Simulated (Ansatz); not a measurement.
Relaxation of ClGeH$_{5}$ (7 atoms, charge 0, multiplicity 1), to a largest force component of 0.03 eV/Å in at most 50 steps.

Method: RKS PBE0-D4/def2-SVP in Ansatz.

```xyz
7
Properties=species:S:1:pos:R:3
Ge 0.228 0.000 -0.057
H 0.209 0.000 1.493
H 1.689 0.000 -0.543
H -0.503 1.261 -0.531
H -0.503 -1.261 -0.531
Cl -2.872 0.000 1.401
H -1.619 0.000 1.855
```

Problem. Where does it end, and by what steps?

Solution. The forces met the threshold. The force dipped under the threshold on the way, but the program's further checks kept it going. After 10 steps the energy has fallen by 0.077 eV; H7 moved furthest, 0.63 Å.

```
step  energy less start (eV)  largest force component (eV/Å)  accepted
   0                  0.0000                           1.158       yes
   1                 -0.0534                           0.701       yes
   2                 -0.0714                           0.081       yes
   3                 -0.0705                           0.180        no
   4                 -0.0738                           0.018       yes
   5                 -0.0746                           0.168       yes
   6                 -0.0760                           0.011       yes
   7                 -0.0764                           0.087       yes
   8                 -0.0767                           0.098       yes
   9                 -0.0771                           0.062       yes
  10                 -0.0774                           0.002       yes
```

```xyz
7
Properties=species:S:1:pos:R:3
Ge 0.345 0.000 -0.141
H 0.373 0.000 1.399
H 1.795 0.000 -0.654
H -0.379 1.260 -0.637
H -0.379 -1.260 -0.637
Cl -3.057 0.000 1.467
H -2.069 0.000 2.290
```

Whether the end is a true minimum wasn't checked by a vibrational analysis.

Run time: 9.9 s on 1 thread of AMD EPYC 9R45 96-Core Processor (Zen 5) (shared host), peak memory 0.17 GiB.
